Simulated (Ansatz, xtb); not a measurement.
C4H3ClOSe: which of two isomers lies lower

We compare a, `Oc1ccc(Cl)[se]1`, a singlet, with b, `Oc1c[se]cc1Cl`, a singlet. Both are isolated molecules in the gas phase, relaxed with B3LYP-D3(BJ)/def2-SVP; the shapes shown needn't be the lowest conformers.

a (Å):

```xyz
10

C     1.3772   -1.1944   -1.0897
C     2.4062   -0.5382   -1.7018
C     2.0959    0.7837   -2.1677
C     0.8175    1.1949   -1.9324
Cl    0.1309    2.7308   -2.3184
O     1.4215   -2.4671   -0.6415
Se   -0.2117   -0.1374   -1.0674
H     0.8454   -2.5799    0.1262
H     3.3884   -0.9999   -1.8110
H     2.8266    1.4284   -2.6582
```

b (Å):

```xyz
10

C     1.6450   -0.7915   -1.9351
C     2.8318   -0.2060   -2.2854
C     1.3684    1.2278   -0.6889
C     0.8443    0.0215   -1.0462
Cl   -0.7025   -0.5857   -0.5054
O     1.2483   -2.0058   -2.3682
Se    3.0380    1.4797   -1.4906
H     0.3782   -2.1945   -1.9814
H     3.5893   -0.6305   -2.9401
H     0.9180    1.9705   -0.0347
```

Quicker runs give these differences E(b) − E(a): GFN2-xTB −21.7 kJ/mol; HF/STO-3G −17.5 kJ/mol (at GFN2-xTB geometries); r2SCAN-D4/def2-SVP −29.4 kJ/mol (at GFN2-xTB geometries).

Estimate E(b) − E(a) at the level CCSD(T)/def2-SVP + ΔMP2/def2-TZVPP.

Calculated at CCSD(T)/def2-SVP + ΔMP2/def2-TZVPP: E(b) − E(a) = −29.6 kJ/mol, so structure b lies lower.

How the difference moves with the method:

```csv
level,geometry,E(b) − E(a) (kJ/mol),departure from the last row (kJ/mol),"job, with rough time for the two"
GFN2-xTB,GFN2-xTB,−21.7,+7.9,"optimisation, 0.27 s"
HF/STO-3G,GFN2-xTB,−17.5,+12.0,"single point, 1.2 s"
r2SCAN-D4/def2-SVP,GFN2-xTB,−29.4,+0.2,"single point, 5.3 s"
B3LYP-D3(BJ)/def2-SVP,B3LYP-D3(BJ)/def2-SVP,−28.0,+1.6,"optimisation, 84 s"
HF/def2-SVP,B3LYP-D3(BJ)/def2-SVP,−28.8,+0.7,part of the CCSD(T) run
MP2/def2-SVP,B3LYP-D3(BJ)/def2-SVP,−29.3,+0.2,part of the CCSD(T) run
CCSD(T)/def2-SVP,B3LYP-D3(BJ)/def2-SVP,−28.1,+1.5,single point
CCSD(T)/def2-SVP + ΔMP2/def2-TZVPP,B3LYP-D3(BJ)/def2-SVP,−29.6,,"single point, 2.1 min"
```

As drawn, both hold the same kinds of bond in the same numbers.

The levels shown agree on the order. The largest departure from CCSD(T)/def2-SVP + ΔMP2/def2-TZVPP is that of HF/STO-3G, 12.0 kJ/mol. The last row adds to CCSD(T) the change of the MP2 difference between the two basis sets, here −1.5 kJ/mol.

With thermal terms from frequencies at re-optimised GFN2-xTB minima (ideal gas, soft modes damped towards free rotors, one conformer each, 298.15 K, 1 atm): on the last row, ΔE + ΔZPE = −28.8, ΔH = −30.1, ΔG = −27.2 kJ/mol.

The correlated steps freeze 19 core orbitals; the filled d shell of Se is correlated, in a basis made for valence electrons. Programs: Ansatz 0.2.0, xtb 6.7.1; the last row on 2 threads of Intel(R) Xeon(R) Processor @ 2.70GHz on a shared host.
